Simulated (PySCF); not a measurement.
FGeH5SSi.
Numbering: `[F:1][GeH2:2][S:3][SiH3:4]` (hydrogens: H5, H6 on Ge2; H7, H8, H9 on Si4)

All values: CAM-B3LYP/def2-SVPD (PySCF, non-relativistic), on one gas-phase PBE0-D3(BJ)/def2-SVP geometry that isn't relaxed in the solvent. The solvent is an IEF-PCM continuum (cavity from Bondi-type radii × 1.2), and excitations are vertical TDDFT with non-equilibrium linear response and a frozen core. Specific hydrogen bonds and non-electrostatic terms are outside this model. Spin–orbit coupling is left out although an atom past zinc is present.

Gas-phase singlets (H = HOMO, L = LUMO):

```
state  E (eV)  λ (nm)      f  leading configurations
   S1   5.959     208  0.006               H→L+1 84%
   S2   6.096     203  0.016                 H→L 87%
   S3   6.488     191  0.013               H→L+2 79%
   S4   7.235     171  0.003     H→L+3 77%, H→L+4 8%
   S5   7.468     166  0.021     H-1→L 73%, H→L+4 9%
```

Task: How does the list change in acetonitrile (ε = 35.69)?

Result: 
| state | E (eV) | λ (nm) | f | leading configurations | change by rank (eV) |
| --- | --- | --- | --- | --- | --- |
| S1 | 6.056 | 205 | 0.007 | H→L+1 78% | +0.097 |
| S2 | 6.231 | 199 | 0.026 | H→L 79%, H→L+1 10% | +0.135 |
| S3 | 6.545 | 189 | 0.016 | H→L+2 72% | +0.057 |
| S4 | 7.327 | 169 | 0.005 | H→L+3 75%, H→L+4 13% | +0.092 |
| S5 | 7.568 | 164 | 0.015 | H-1→L 66%, H→L+4 15% | +0.100 |

Task: The ground-state energy changes by -0.141 eV from gas to acetonitrile. By how much does the total energy of gas-phase S1 change?

Result: E(S1) = E(S0) + excitation energy, so it changes by -0.141 + 0.097 = -0.044 eV: it is lowered less than the ground state, which is what a blue shift means. This is the vertical state, with the slow part of the continuum still set for S0.

Task: How do the frontier levels move from gas to acetonitrile?

Result: 
| orbital | gas (eV) | solvent (eV) | change (eV) |
| --- | --- | --- | --- |
| LUMO+2 | 0.76 | 0.90 | +0.14 |
| LUMO+1 | 0.45 | 0.60 | +0.15 |
| LUMO | 0.34 | 0.51 | +0.17 |
| HOMO | -9.01 | -8.98 | +0.03 |
| HOMO-1 | -10.38 | -10.31 | +0.07 |
| HOMO-2 | -11.00 | -10.83 | +0.17 |
| HOMO-3 | -11.58 | -11.43 | +0.15 |

The HOMO–LUMO gap goes from 9.34 to 9.48 eV.

Conformer computed: `[F:1][GeH2:2][S:3][SiH3:4]`: F1–Ge2–S3–Si4 46°.
